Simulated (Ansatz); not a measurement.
Harmonic frequencies (cm⁻¹) at PBE0-D4/def2-TZVP from Ansatz: 21, 33, 61, 69, 97, 164, 173, 273, 377, 517, 536, 610, 732, 734, 754, 955, 958, 985, 1122, 1947, 1953, 2221, 2221, 2224.

Each molecule was computed in one conformer, which needn't be the lowest.

Which molecule is it?
A. `C1[O][AlH][SiH2]1`
B. `[SiH3][O][Al]([Cl])[GaH2]`
C. `Cl[SiH]1N[SiH2]1`
D. `NCN`

B.
